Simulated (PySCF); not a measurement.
C₇H₅N₃S, SMILES c1ccnc(-c2sccn2)n1. Coordinates come from a B3LYP-D3(BJ)/def2-SVP optimisation. Other conformers were not sampled.

Computed equilibrium geometry at B3LYP-D3(BJ)/def2-SVP (PySCF confirms it by a frequency run) as a Z-matrix, and its point group (one conformer of several):
point group Cs.
```
C
N 1 1.3384
C 2 1.3312 1 116.56
N 1 1.3427 2 125.75 3 0.00
C 4 1.3304 1 117.09 2 0.00
H 5 1.0962 4 116.89 1 180.00
H 3 1.0965 2 116.65 1 180.00
C 5 1.3969 6 121.18 4 180.00
H 8 1.0910 5 121.90 6 0.00
C 1 1.4720 2 118.36 3 180.00
N 10 1.3046 1 126.34 2 0.00
C 11 1.3634 10 111.23 1 180.00
C 12 1.3763 11 115.52 10 0.00
H 13 1.0887 12 128.14 11 180.00
H 12 1.0916 11 119.76 10 180.00
S 13 1.7239 14 121.64 12 180.00
```
Charge 0, spin multiplicity 1.
